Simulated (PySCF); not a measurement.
# `N#C[C@H]1C[Si@@H](N([SiH3])[SiH3])C1`: 4 charge schemes on one density

Compound: C₄H₁₂N₂Si₃.
Structure used (GFN2-xTB), in Å, numbered top down from 1:
```xyz
21
C4H12N2Si3 angstrom
N      3.1594   -1.8276   -2.2602
C      2.8098   -1.3093   -1.3011
C      2.3253   -0.6553   -0.1212
C      1.6742    0.7187   -0.4089
Si     0.2433    0.2861    0.7762
N     -1.3776    0.4413    0.1893
Si    -1.8971    1.9268   -0.5757
Si    -2.5914   -0.7133    0.6934
C      1.1300   -1.3864    0.5357
H      3.1490   -0.5489    0.5888
H      1.3800    0.8013   -1.4540
H      2.3219    1.5603   -0.1790
H      0.4027    0.8490    2.1265
H     -0.6991    2.5956   -1.0737
H     -2.8126    1.5663   -1.6559
H     -2.5733    2.7680    0.4161
H     -3.2807   -0.1984    1.8804
H     -1.8957   -1.9572    1.0111
H     -3.5255   -0.8727   -0.4185
H      1.4088   -1.9766    1.4045
H      0.6399   -2.0507   -0.1743
```

Density: PBE0/pcSseg-1 (PySCF); schemes: Mulliken, IAO, Hirshfeld and ESP-fitted. The structure is a single GFN2-xTB conformer in the gas phase; no vibrational or solvent corrections.

**Question.** Give the atomic charges in each scheme.

**Answer.** In e:

```csv
atom,environment,Mulliken,IAO,Hirshfeld,ESP-fitted
N1,nitrile nitrogen,-0.254,-0.262,-0.239,-0.448
C2,nitrile carbon,+0.143,+0.141,+0.084,+0.240
C3,sp3 carbon next to a nitrile,-0.308,-0.140,-0.004,+0.209
C4,sp3 carbon bound to silicon,-0.457,-0.545,-0.158,-0.511
Si5,SiH silicon,+0.937,+1.005,+0.398,+0.745
N6,nitrogen bridging silicon atoms,-1.087,-1.024,-0.344,-0.609
Si7,SiH3 silicon,+0.623,+0.737,+0.355,+0.492
Si8,SiH3 silicon,+0.625,+0.737,+0.355,+0.482
C9,sp3 carbon bound to silicon,-0.455,-0.546,-0.159,-0.509
H10,methine hydrogen,+0.169,+0.173,+0.064,+0.073
H11,methylene hydrogen,+0.164,+0.162,+0.045,+0.176
H12,methylene hydrogen,+0.152,+0.154,+0.040,+0.113
H13,Si–H hydrogen,-0.066,-0.147,-0.082,-0.157
H14,Si–H hydrogen,-0.094,-0.120,-0.069,-0.103
H15,Si–H hydrogen,-0.079,-0.122,-0.071,-0.087
H16,Si–H hydrogen,-0.078,-0.139,-0.080,-0.106
H17,Si–H hydrogen,-0.076,-0.139,-0.080,-0.103
H18,Si–H hydrogen,-0.093,-0.120,-0.069,-0.100
H19,Si–H hydrogen,-0.082,-0.120,-0.070,-0.084
H20,methylene hydrogen,+0.152,+0.153,+0.040,+0.113
H21,methylene hydrogen,+0.163,+0.162,+0.045,+0.174
```

Mean size of the charges over all atoms: IAO 0.326 e, Mulliken 0.298 e, ESP-fitted 0.268 e, Hirshfeld 0.136 e. Each set sums to the total charge, 0, to within 0.001 e. The Hirshfeld scheme weights the molecular density at each point by an atom's share of the summed free-atom densities.

Lowest charge. All schemes agree: Mulliken N6 (-1.087); IAO N6 (-1.024); Hirshfeld N6 (-0.344); ESP-fitted N6 (-0.609).

Highest charge. All schemes agree: Mulliken Si5 (+0.937); IAO Si5 (+1.005); Hirshfeld Si5 (+0.398); ESP-fitted Si5 (+0.745).

**Question.** How closely do the schemes follow one another over all atoms?

**Answer.** Correlation coefficient and root-mean-square difference: Mulliken with IAO 0.99, 0.068 e; IAO with Hirshfeld 0.97, 0.270 e; Hirshfeld with ESP-fitted 0.95, 0.175 e; IAO with ESP-fitted 0.95, 0.162 e; Mulliken with Hirshfeld 0.94, 0.251 e; Mulliken with ESP-fitted 0.91, 0.175 e.

**Question.** How many electrons does the Mulliken scheme count on C3?

**Answer.** Z − q = 6 − (-0.308) = 6.308.

**Question.** Sum the charges by element.

**Answer.** 
| element | atoms | Mulliken | IAO | Hirshfeld | ESP-fitted |
| --- | --- | --- | --- | --- | --- |
| N | 2 | -1.341 | -1.286 | -0.584 | -1.057 |
| C | 4 | -1.077 | -1.091 | -0.237 | -0.570 |
| Si | 3 | +2.184 | +2.479 | +1.108 | +1.719 |
| H | 12 | +0.234 | -0.103 | -0.287 | -0.091 |
